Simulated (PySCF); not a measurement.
diethyl sulfide (C4H10S), singlet, geometry from GFN2-xTB; PySCF with M062X/3-21G.

The PySCF input:
```python
from pyscf import gto, scf, dft

mol = gto.Mole()
mol.atom = '''
    C     2.560674   -0.007758   -0.238388
    C     1.106354    0.249564   -0.581266
    S     0.038049   -0.224781    0.829016
    C    -1.553893    0.475589    0.276743
    C    -2.192962   -0.315920   -0.848776
    H     2.850209    0.567661    0.637580
    H     3.196552    0.277998   -1.074003
    H     2.716776   -1.061996   -0.022780
    H     0.930353    1.308383   -0.777189
    H     0.803100   -0.338536   -1.448012
    H    -1.375110    1.512437   -0.011201
    H    -2.182656    0.457998    1.166380
    H    -2.314895   -1.355578   -0.554183
    H    -1.582153   -0.278953   -1.748084
    H    -3.171995    0.098226   -1.082633
'''
mol.basis = '3-21g'
mol.charge = 0
mol.spin = 0
mol.verbose = 4
mol.build()

mf = dft.RKS(mol)
mf.xc = 'm062x'
mf.diis = False
mf.max_cycle = 100
mf.kernel()
```

Task: Write the output that PySCF gives for this input, abridged.

Result: 
```
PySCF version 2.14.0

[INPUT] verbose = 4
[INPUT] num. atoms = 15
[INPUT] num. electrons = 50
[INPUT] charge = 0
[INPUT] spin (= nelec alpha-beta = 2S) = 0
[INPUT] symmetry False subgroup None
[INPUT] Mole.unit = angstrom
[INPUT] Symbol           X                Y                Z      unit          X                Y                Z       unit  Magmom
[...]
nuclear repulsion = 236.155209683094
number of shells = 47
number of NR pGTOs = 117
number of NR cGTOs = 69
basis = 3-21g
ecp = {}

******** <class 'pyscf.dft.rks.RKS'> ********
method = RKS
initial guess = minao
damping factor = 0
level_shift factor = 0
DIIS disabled
SCF conv_tol = 1e-09
SCF conv_tol_grad = None
SCF max_cycles = 100
direct_scf = True
direct_scf_tol = 1e-13
XC library pyscf.dft.libxc version 7.1.2
    S. Lehtola, C. Steigemann, M. J. T. Oliveira, and M. A. L. Marques,  SoftwareX 7, 1–5 (2018)
XC functionals = m062x
    Y. Zhao and D. G. Truhlar,  Theor. Chem. Acc. 120, 215 (2008)
    Y. Zhao and D. G. Truhlar,  Theor. Chem. Acc. 120, 215 (2008)
radial grids:
    Treutler-Ahlrichs [JCP 102, 346 (1995); DOI:10.1063/1.469408] (M4) radial grids

becke partition: Becke, JCP 88, 2547 (1988); DOI:10.1063/1.454033
pruning grids: <function nwchem_prune>
grids dens level: 3
symmetrized grids: False
atomic radii adjust function: <function treutler_atomic_radii_adjust>
small_rho_cutoff = 0
Set gradient conv threshold to 3.16228e-05
Initial guess from minao.
tot grids = 173432
init E= -553.831594651134
[...]
cycle= 1 E= -553.667463139077  delta_E= 0.164  |g|= 0.258  |ddm|= 3.38
[...]
cycle= 2 E= -553.68206318845  delta_E= -0.0146  |g|= 0.183  |ddm|= 0.657
[...]
cycle= 3 E= -553.683903918226  delta_E= -0.00184  |g|= 0.165  |ddm|= 0.394
[...]
cycle= 4 E= -553.684738204804  delta_E= -0.000834  |g|= 0.157  |ddm|= 0.34
[...]
cycle= 5 E= -553.68523017059  delta_E= -0.000492  |g|= 0.15  |ddm|= 0.317
[...]
cycle= 6 E= -553.685421058765  delta_E= -0.000191  |g|= 0.149  |ddm|= 0.304
[...]
cycle= 7 E= -553.685586088973  delta_E= -0.000165  |g|= 0.146  |ddm|= 0.298
[...]
cycle= 8 E= -553.685557552728  delta_E= 2.85e-05  |g|= 0.147  |ddm|= 0.296
[...]
cycle= 9 E= -553.68559734349  delta_E= -3.98e-05  |g|= 0.145  |ddm|= 0.297
[...]
cycle= 10 E= -553.685470513134  delta_E= 0.000127  |g|= 0.148  |ddm|= 0.299
[...]
cycle= 11 E= -553.685449927878  delta_E= 2.06e-05  |g|= 0.147  |ddm|= 0.302
[...]
cycle= 12 E= -553.685267788712  delta_E= 0.000182  |g|= 0.151  |ddm|= 0.306
[...]
cycle= 13 E= -553.685213114235  delta_E= 5.47e-05  |g|= 0.15  |ddm|= 0.31
[...]
cycle= 14 E= -553.68499355279  delta_E= 0.00022  |g|= 0.154  |ddm|= 0.315
[...]
cycle= 15 E= -553.684917456251  delta_E= 7.61e-05  |g|= 0.154  |ddm|= 0.319
[...]
cycle= 16 E= -553.684668309484  delta_E= 0.000249  |g|= 0.158  |ddm|= 0.324
[...]
cycle= 17 E= -553.684577459879  delta_E= 9.08e-05  |g|= 0.158  |ddm|= 0.329
[...]
cycle= 18 E= -553.684301720347  delta_E= 0.000276  |g|= 0.163  |ddm|= 0.335
[...]
cycle= 19 E= -553.684199721146  delta_E= 0.000102  |g|= 0.162  |ddm|= 0.34
[...]
cycle= 20 E= -553.68389771767  delta_E= 0.000302  |g|= 0.167  |ddm|= 0.346
[...]
cycle= 21 E= -553.683786479132  delta_E= 0.000111  |g|= 0.167  |ddm|= 0.351
[...]
cycle= 22 E= -553.683456905323  delta_E= 0.00033  |g|= 0.172  |ddm|= 0.357
[...]
cycle= 23 E= -553.683337364441  delta_E= 0.00012  |g|= 0.172  |ddm|= 0.363
[...]
cycle= 24 E= -553.682977776672  delta_E= 0.00036  |g|= 0.178  |ddm|= 0.369
[...]
cycle= 25 E= -553.682850295465  delta_E= 0.000127  |g|= 0.177  |ddm|= 0.375
[...]
cycle= 26 E= -553.68245733292  delta_E= 0.000393  |g|= 0.183  |ddm|= 0.381
[...]
cycle= 27 E= -553.682321924129  delta_E= 0.000135  |g|= 0.183  |ddm|= 0.387
[...]
cycle= 28 E= -553.681891369429  delta_E= 0.000431  |g|= 0.189  |ddm|= 0.394
[...]
cycle= 29 E= -553.681747826627  delta_E= 0.000144  |g|= 0.188  |ddm|=  0.4
[...]
cycle= 30 E= -553.681274566126  delta_E= 0.000473  |g|= 0.196  |ddm|= 0.407
[...]
cycle= 31 E= -553.681122540729  delta_E= 0.000152  |g|= 0.195  |ddm|= 0.414
[...]
cycle= 32 E= -553.680600453555  delta_E= 0.000522  |g|= 0.202  |ddm|= 0.422
[...]
cycle= 33 E= -553.680439503146  delta_E= 0.000161  |g|= 0.201  |ddm|= 0.429
[...]
cycle= 34 E= -553.679861291406  delta_E= 0.000578  |g|= 0.209  |ddm|= 0.437
[...]
cycle= 35 E= -553.679690913766  delta_E= 0.00017  |g|= 0.208  |ddm|= 0.444
[...]
cycle= 36 E= -553.67904787648  delta_E= 0.000643  |g|= 0.217  |ddm|= 0.452
[...]
cycle= 37 E= -553.678867538393  delta_E= 0.00018  |g|= 0.215  |ddm|= 0.461
[...]
cycle= 38 E= -553.678149285089  delta_E= 0.000718  |g|= 0.225  |ddm|= 0.469
[...]
cycle= 39 E= -553.677958451901  delta_E= 0.000191  |g|= 0.223  |ddm|= 0.478
[...]
cycle= 40 E= -553.677152547222  delta_E= 0.000806  |g|= 0.234  |ddm|= 0.487
[...]
cycle= 41 E= -553.676950718021  delta_E= 0.000202  |g|= 0.231  |ddm|= 0.497
[...]
cycle= 42 E= -553.676042243954  delta_E= 0.000908  |g|= 0.243  |ddm|= 0.507
[...]
cycle= 43 E= -553.675828996564  delta_E= 0.000213  |g|= 0.24  |ddm|= 0.517
[...]
cycle= 44 E= -553.674800015119  delta_E= 0.00103  |g|= 0.253  |ddm|= 0.528
[...]
cycle= 45 E= -553.674575065175  delta_E= 0.000225  |g|= 0.25  |ddm|= 0.538
[...]
cycle= 46 E= -553.673403958921  delta_E= 0.00117  |g|= 0.264  |ddm|= 0.55
[...]
cycle= 47 E= -553.673167237955  delta_E= 0.000237  |g|= 0.26  |ddm|= 0.562
[...]
cycle= 48 E= -553.671827900228  delta_E= 0.00134  |g|= 0.275  |ddm|= 0.574
[...]
cycle= 49 E= -553.671579658149  delta_E= 0.000248  |g|= 0.271  |ddm|= 0.587
[...]
cycle= 50 E= -553.670040497509  delta_E= 0.00154  |g|= 0.288  |ddm|=  0.6
[...]
cycle= 51 E= -553.669781435976  delta_E= 0.000259  |g|= 0.283  |ddm|= 0.614
[...]
cycle= 52 E= -553.668004150087  delta_E= 0.00178  |g|= 0.302  |ddm|= 0.629
[...]
cycle= 53 E= -553.667735594124  delta_E= 0.000269  |g|= 0.296  |ddm|= 0.644
[...]
cycle= 54 E= -553.665673656732  delta_E= 0.00206  |g|= 0.317  |ddm|= 0.66
[...]
cycle= 55 E= -553.665397772902  delta_E= 0.000276  |g|= 0.31  |ddm|= 0.677
[...]
cycle= 56 E= -553.662994562058  delta_E= 0.0024  |g|= 0.333  |ddm|= 0.694
[...]
cycle= 57 E= -553.662714632016  delta_E= 0.00028  |g|= 0.326  |ddm|= 0.712
[...]
cycle= 58 E= -553.659901108102  delta_E= 0.00281  |g|= 0.352  |ddm|= 0.731
[...]
cycle= 59 E= -553.659621866263  delta_E= 0.000279  |g|= 0.343  |ddm|= 0.751
[...]
cycle= 60 E= -553.656313681417  delta_E= 0.00331  |g|= 0.372  |ddm|= 0.772
[...]
cycle= 61 E= -553.656041723727  delta_E= 0.000272  |g|= 0.361  |ddm|= 0.794
[...]
cycle= 62 E= -553.652135608989  delta_E= 0.00391  |g|= 0.394  |ddm|= 0.817
[...]
cycle= 63 E= -553.651879875664  delta_E= 0.000256  |g|= 0.382  |ddm|= 0.841
[...]
cycle= 64 E= -553.647249103212  delta_E= 0.00463  |g|= 0.418  |ddm|= 0.866
[...]
cycle= 65 E= -553.647021428939  delta_E= 0.000228  |g|= 0.404  |ddm|= 0.892
[...]
cycle= 66 E= -553.641510079134  delta_E= 0.00551  |g|= 0.445  |ddm|= 0.92
[...]
cycle= 67 E= -553.641325786893  delta_E= 0.000184  |g|= 0.429  |ddm|= 0.95
[...]
cycle= 68 E= -553.634741453632  delta_E= 0.00658  |g|= 0.475  |ddm|= 0.98
[...]
cycle= 69 E= -553.634619935838  delta_E= 0.000122  |g|= 0.456  |ddm|= 1.01
[...]
cycle= 70 E= -553.626724364374  delta_E= 0.0079  |g|= 0.508  |ddm|= 1.05
[...]
cycle= 71 E= -553.626689536832  delta_E= 3.48e-05  |g|= 0.486  |ddm|= 1.08
[...]
cycle= 72 E= -553.617186480722  delta_E= 0.0095  |g|= 0.545  |ddm|= 1.12
[...]
cycle= 73 E= -553.617266890411  delta_E= -8.04e-05  |g|= 0.519  |ddm|= 1.16
[...]
cycle= 74 E= -553.605786156558  delta_E= 0.0115  |g|= 0.586  |ddm|=  1.2
[...]
cycle= 75 E= -553.606014335718  delta_E= -0.000228  |g|= 0.556  |ddm|= 1.25
[...]
cycle= 76 E= -553.592090484463  delta_E= 0.0139  |g|= 0.632  |ddm|= 1.29
[...]
cycle= 77 E= -553.592500798573  delta_E= -0.00041  |g|= 0.598  |ddm|= 1.34
[...]
cycle= 78 E= -553.575544141888  delta_E= 0.017  |g|= 0.684  |ddm|=  1.4
[...]
cycle= 79 E= -553.576167731802  delta_E= -0.000624  |g|= 0.644  |ddm|= 1.45
[...]
cycle= 80 E= -553.55542386359  delta_E= 0.0207  |g|= 0.741  |ddm|= 1.51
[...]
cycle= 81 E= -553.556278025982  delta_E= -0.000854  |g|= 0.696  |ddm|= 1.57
[...]
cycle= 82 E= -553.530769587598  delta_E= 0.0255  |g|= 0.806  |ddm|= 1.64
[...]
cycle= 83 E= -553.531836387928  delta_E= -0.00107  |g|= 0.755  |ddm|= 1.71
[...]
cycle= 84 E= -553.500275956313  delta_E= 0.0316  |g|= 0.88  |ddm|= 1.78
[...]
cycle= 85 E= -553.5014593817  delta_E= -0.00118  |g|= 0.822  |ddm|= 1.86
[...]
cycle= 86 E= -553.462112550988  delta_E= 0.0393  |g|= 0.964  |ddm|= 1.95
[...]
cycle= 87 E= -553.463150782123  delta_E= -0.00104  |g|= 0.899  |ddm|= 2.04
[...]
cycle= 88 E= -553.413606715711  delta_E= 0.0495  |g|= 1.06  |ddm|= 2.14
[...]
cycle= 89 E= -553.413883531504  delta_E= -0.000277  |g|= 0.989  |ddm|= 2.25
[...]
cycle= 90 E= -553.350636345801  delta_E= 0.0632  |g|= 1.17  |ddm|= 2.37
[...]
cycle= 91 E= -553.348740706227  delta_E= 0.0019  |g|=  1.1  |ddm|=  2.5
[...]
cycle= 92 E= -553.266331120646  delta_E= 0.0824  |g|= 1.31  |ddm|= 2.64
[...]
cycle= 93 E= -553.258881724428  delta_E= 0.00745  |g|= 1.23  |ddm|=  2.8
[...]
cycle= 94 E= -553.14781146081  delta_E= 0.111  |g|= 1.48  |ddm|= 2.97
[...]
cycle= 95 E= -553.125537388617  delta_E= 0.0223  |g|=  1.4  |ddm|= 3.18
[...]
cycle= 96 E= -552.965622861297  delta_E= 0.16  |g|=  1.7  |ddm|= 3.42
[...]
cycle= 97 E= -552.893536212179  delta_E= 0.0721  |g|= 1.66  |ddm|= 3.74
[...]
cycle= 98 E= -552.618125178753  delta_E= 0.275  |g|= 2.05  |ddm|= 4.14
[...]
cycle= 99 E= -552.137825987298  delta_E= 0.48  |g|= 2.29  |ddm|= 4.98
[...]
cycle= 100 E= -546.283725000671  delta_E= 5.85  |g|= 4.61  |ddm|= 11.2
SCF not converged.
SCF energy = -546.283725000671
```

Convergence was not reached.
